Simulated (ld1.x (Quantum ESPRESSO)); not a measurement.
Reading a pseudo-wave (hydrogen (H))

Columns: radius, all-electron u(r) and pseudo u(r) of the 1s shell (level -12.34 eV) of hydrogen in the configuration 1s0.5; LDA (PZ), scalar-relativistic, TM scheme, ld1.x (Quantum ESPRESSO) 7.5.

```tsv
r (bohr)	all-electron	pseudo
0.050	0.0987	0.0831
0.100	0.1878	0.1648
0.150	0.2678	0.2437
0.200	0.3394	0.3185
0.250	0.4033	0.3881
0.300	0.4599	0.4514
0.350	0.5099	0.5078
0.400	0.5538	0.5568
0.450	0.5919	0.5985
0.500	0.6249	0.6331
0.550	0.6530	0.6613
0.600	0.6768	0.6839
0.650	0.6965	0.7019
0.700	0.7125	0.7160
0.750	0.7252	0.7271
0.800	0.7347	0.7356
0.850	0.7415	0.7418
0.900	0.7458	0.7458
0.950	0.7477	0.7477
1.000	0.7476	0.7476
1.050	0.7456	0.7456
1.100	0.7418	0.7418
1.150	0.7366	0.7366
1.200	0.7300	0.7300
1.250	0.7223	0.7223
1.300	0.7134	0.7134
```

Task: How many radial nodes do the two functions have?

Result: The all-electron 1s function has n − l − 1 = 0; the pseudo-wave has 0.

Task: At about which radius was the pseudo-wave matched?

Result: 1.00 bohr. The columns agree to 0.0005 from 0.85 bohr on; several derivatives are matched, so the curves merge somewhat inside the radius.

Task: Where does each function peak?

Result: Outermost all-electron maximum near 0.95 bohr, pseudo maximum near 0.95 bohr (to the table’s step).

Task: Is the pseudo-wave norm-conserving?

Result: Yes: the TM scheme keeps the norm inside the radius equal to the all-electron one, which fixes the energy derivative of the logarithmic derivative at the level.
